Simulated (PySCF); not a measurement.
Core-level binding energies of `CCCN1CCC[SiH2]1`

Species: C₆H₁₅NSi.
Structure used (PBE0-D3(BJ)/def2-SVP), in Å, numbered top down from 1:
```xyz
23
C6H15NSi angstrom
C     -2.477    0.400   -0.993
C     -2.294   -0.206    0.388
C     -1.060   -1.103    0.489
N      0.182   -0.439    0.185
C      0.729    0.473    1.171
C      1.902    1.209    0.523
C      2.699    0.219   -0.341
Si     1.323   -0.851   -1.063
H     -1.594    0.993   -1.276
H     -3.358    1.058   -1.036
H     -2.606   -0.383   -1.758
H     -3.179   -0.804    0.667
H     -2.227    0.596    1.143
H     -1.017   -1.551    1.504
H     -1.185   -1.952   -0.207
H     -0.031    1.199    1.512
H      1.068   -0.073    2.080
H      2.529    1.698    1.287
H      1.501    2.010   -0.121
H      3.343    0.724   -1.076
H      3.348   -0.416    0.286
H      0.885   -0.459   -2.444
H      1.635   -2.318   -1.120
```

The calculation used PySCF, delta-SCF UKS SCAN, pcX-2 on the ionised atom, pcseg-1 elsewhere, spin-free X2C. These are vertical core ionisation energies against the vacuum level, from separate self-consistent calculations with and without the core hole.

Question: What binding energy does each computed site have?

Answer: 
| atom(s) | environment | level | binding energy (eV) | 2p1/2 (eV) | above the level's lowest (eV) | count |
| --- | --- | --- | --- | --- | --- | --- |
| C1 | methyl carbon | C 1s | 290.28 | – | +0.35 | 1 |
| C2 | chain CH2 carbon | C 1s | 290.27 | – | +0.34 | 1 |
| C3 | sp3 carbon bound to nitrogen | C 1s | 291.14 | – | +1.21 | 1 |
| N4 | silicon-bound nitrogen | N 1s | 403.75 | – | 0.00 | 1 |
| C5 | sp3 carbon bound to nitrogen | C 1s | 291.12 | – | +1.19 | 1 |
| C6 | ring CH2 carbon | C 1s | 290.55 | – | +0.62 | 1 |
| C7 | sp3 carbon bound to silicon | C 1s | 289.93 | – | 0.00 | 1 |
| Si8 | SiH2 silicon | Si 2p3/2 | 106.29 | 106.91 | 0.00 | 1 |
| Si8 | SiH2 silicon | Si 1s | 1846.15 | – | 0.00 | 1 |

The listed C 1s values span 1.21 eV, from C7 (bonded to C, 2 H and Si) to C3 (bonded to N, C and 2 H). The widest gap between neighbouring values is 0.57 eV, between 290.55 and 291.12 eV. Summing the Pauling electronegativity differences to the bonded atoms, each weighted by its formal bond order, gives -1.35 for the lowest site and -0.21 for the highest; no listed site has a larger sum than the highest. The values 290.27 and 290.28 eV; the values 291.12 and 291.14 eV lie too close for their order to be trusted.

Question: Which effective nuclear charge Zeff reproduces each element's mean 1s value in the hydrogen-like formula E = 13.606 eV × Zeff²?

Answer: C (Z = 6): mean 290.5 eV, Zeff = 4.62, Z − Zeff = 1.38; N (Z = 7): mean 403.8 eV, Zeff = 5.45, Z − Zeff = 1.55; Si (Z = 14): mean 1846.2 eV, Zeff = 11.65, Z − Zeff = 2.35. Means run over the listed sites, weighted by atom count.

The 2p values aren't plain energy differences: one relaxed spin-free 2p hole is combined with a matrix within the shell (ground-state 2p orbital-energy differences and spin–orbit coupling). 2p3/2, the mean of its two sublevels, lies a third of the splitting below the shell's mean and 2p1/2 two thirds above it; the statistical areas are 2:1. 2p1/2 minus 2p3/2 (ligand field included): Si 0.62 eV. One conformer (not necessarily the lowest) at the PBE0-D3(BJ)/def2-SVP geometry, without solvent, vibrations or thermal averaging.
